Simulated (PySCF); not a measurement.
NMR data simulated for an unnamed compound:

$^{1}$H NMR (400 MHz, computed): δ 5.92 (br s, 1H), 4.62 (s, 3H), 3.58 (m, 1H), 2.87 (m, 2H), 2.83 (m, 1H), 1.91 (m, 2H), -0.06 (br s, 1H).

$^{13}$C{$^{1}$H} NMR (computed): δ 180.5 (C), 50.5 (CH), 40.3 (CH2), 32.6 (CH).

- PBE0/pcSseg-1 with gauge-including orbitals
- geometry: GFN2-xTB
- code: PySCF 2.14
- in vacuum, single conformer, relativity neglected, averaged over atoms made equivalent by symmetry, fast rotation or ring inversion

Shifts are taken against calculated references (same method and geometry level): $^{1}$H (σref 31.72), $^{13}$C (σref 186.93) vs TMS.

Q: Which of these does the molecule contain: an ester, a Si–CH3 group, a carboxylic acid, an NH or NH2 group, a non-aromatic C=C double bond, a Si–H bond?

A: 
- An ester: no.
- A Si–CH3 group: no.
- A carboxylic acid: yes (δC 180.5; δH 5.92 (br s)).
- An NH or NH2 group: yes (δH -0.06 (br s)).
- A non-aromatic C=C double bond: no.
- A Si–H bond: yes (δH 4.62 (s)).

The data belong to `InChI=1S/C5H11NO2Si/c7-5(8)3-1-4(2-3)6-9/h3-4,6H,1-2H2,9H3,(H,7,8)/t3-,4-`; they needn't prove each group on their own.

Carbon signals by region: 1 in the far downfield region (above 160 ppm), 1 at 50–100 ppm, 2 below 50 ppm. Above 160 ppm: 180.5, carboxylic acid carbon.

The OH or NH signal is concentration- and solvent-dependent in practice; the value given is the gas-phase one. Shifts are as computed. Against solution values, carbons near 30 ppm lie about +3 ppm off and those near 130 ppm about +5 ppm. Of 1211 compounds with measured shifts, 218 miss one by over three times the rms of a fit or turn the order of signals round; such compounds aren't used in these exercises. Hydrogen bonding in solution deshields acid and N–H amide carbonyl carbons by as much as 10 ppm beyond these values. Multiplicities follow the n + 1 count of equivalent neighbours, as no J values were calculated; m marks all less simple cases, F and P coupling included.
